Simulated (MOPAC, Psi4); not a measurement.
Approach curve of the dimer HBr ··· H4O4Si (SMILES Br and O[Si](O)(O)O). Monomers: optimised at B3LYP-D3(BJ) (def2-TZVP), held rigid. Orientation: a random orientation, not optimised. The monomers approach along the line of their centres of mass (distance R); nothing else relaxes.

Geometry at R = 4.92 Å (first 2 atoms: monomer A):
```
11

Br     0.7124     0.0000     0.0000
H     -0.7124     0.0000     0.0000
O     -2.0801     0.1480     2.5961
Si    -1.8411     0.3602     4.1999
O     -2.1391    -1.0837     4.9077
O     -0.3183     0.9324     4.3690
O     -2.8268     1.4441     4.9268
H     -1.6897     0.7958     2.0041
H     -1.8650    -1.8714     4.4316
H     -0.1031     1.3709     5.1960
H     -3.7063     1.1442     5.1697
``` The table gives interaction energies.

| R / Å | A | B | C |
|---|---|---|---|
| 4.29 | 26.23 | 7.31 | 16.08 |
| 4.48 | 15.29 | 3.15 | 8.37 |
| 4.71 | 8.30 | 1.03 | 3.88 |
| 4.92 | 5.02 | 0.27 | 2.01 |
| 5.14 | 3.16 | -0.08 | 1.11 |
| 5.30 | 2.36 | -0.23 | 0.79 |
| 5.61 | 1.48 | -0.44 | 0.51 |
| 5.90 | 1.05 | -0.54 | 0.42 |
| 6.40 | 0.66 | -0.46 | 0.34 |
| 7.13 | 0.38 | -0.04 | 0.24 |
| 8.12 | 0.19 | -0.02 | 0.14 |
| 9.42 | 0.09 | -0.01 | 0.07 |

Energies in kJ/mol.

**Question.** Match the curves with the methods HF/aug-cc-pVDZ, counterpoise-corrected (Psi4); MOPAC with PM7, restricted, heats of formation; Psi4 1.11 with SAPT0/jun-cc-pVDZ, frozen core.

**Answer.** A is HF/aug-cc-pVDZ; B is PM7; C is SAPT0/jun-cc-pVDZ.
